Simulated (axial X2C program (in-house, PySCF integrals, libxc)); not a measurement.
Nuclear properties of BrCuBr

Calculated with an in-house all-electron X2C program for linear molecules (integrals from PySCF): two-component X2C with atomic mean-field Coulomb and Gaunt terms, Gaussian nuclei, basis Br dyall-av3z, Cu dyall-v3z with contracted cores.

Br–Cu–Br held linear, with bonds 2.181 and 2.181 Å (near the PBE0 minimum at charge 0 of the determinant lowest at the starting distance; the state shown can have its own minimum elsewhere, held linear; other orders of the atoms were not compared).

Determinant lowest in the PBE0 search, Ω = 3/2 (⟨Sz⟩ = 0.50, ⟨Lz⟩ = 1.00 at PBE0), spin on the atoms Br 0.14, Cu 0.23, Br 0.14:

```json
{"level": "PBE0", "A∥/gI Br (MHz)": "186", "qzz Br (a.u.)": "1.42", "A∥/gI Cu (MHz)": "310", "qzz Cu (a.u.)": "-0.44"}
{"level": "HF", "A∥/gI Br (MHz)": "22.5", "qzz Br (a.u.)": "2.66", "A∥/gI Cu (MHz)": "547", "qzz Cu (a.u.)": "-0.81"}
{"level": "BHandHLYP", "A∥/gI Br (MHz)": "95.3", "qzz Br (a.u.)": "2.42", "A∥/gI Cu (MHz)": "494", "qzz Cu (a.u.)": "-0.37"}
```

Determinant 0.22 eV from it at PBE0 and this distance, Ω = 1/2 (⟨Sz⟩ = -0.50, ⟨Lz⟩ = 1.00 at PBE0), spin on the atoms Br -0.12, Cu -0.25, Br -0.12:

```
    level  A∥/gI Br (MHz)  qzz Br (a.u.)  A∥/gI Cu (MHz)  qzz Cu (a.u.)
     PBE0             885           1.48             690          -0.37
       HF            29.1           2.73             850           1.12
BHandHLYP             384           2.61             898          -0.14
```

A∥ (defined per Ω) follows by multiplying with gI = μI/(I μN); qzz is the electric field gradient, eQq0 = 234.96 MHz × Q/barn × qzz. The operators were transformed with the bare-nucleus X2C matrices; with these basis sets, hyperfine constants and field gradients can be off by tens of per cent, and where levels differ in sign neither size nor sign is settled.

(1) With Q(79Br) = 0.3087 barn, gI(63Cu) = 1.4824 (g factors from the IAEA table of nuclear moments by Stone; Q from Pyykkö, Mol. Phys. 2018), turn the PBE0 values of the first state into constants in MHz.

The molecule was held linear; bending was not examined, so a bent shape may lie lower.

Each state is one determinant with collinear spin. Unrestricted Hartree–Fock can overshoot spin polarisation at the nuclei. At HF a later determinant lies lower. The search compared states at one distance, so a state with another bond length can lie lower. Where a field gradient or hyperfine factor spreads by more than a factor of two over the levels, a constant derived from it is not to be relied on. PBE0 term energies can be off by some tenths of an eV.

Answers

(1) eQq0(79Br) = 234.96 × (0.3087) × (1.42) = 103 MHz; A∥(63Cu) = 310 × 1.4824 = 460 MHz.
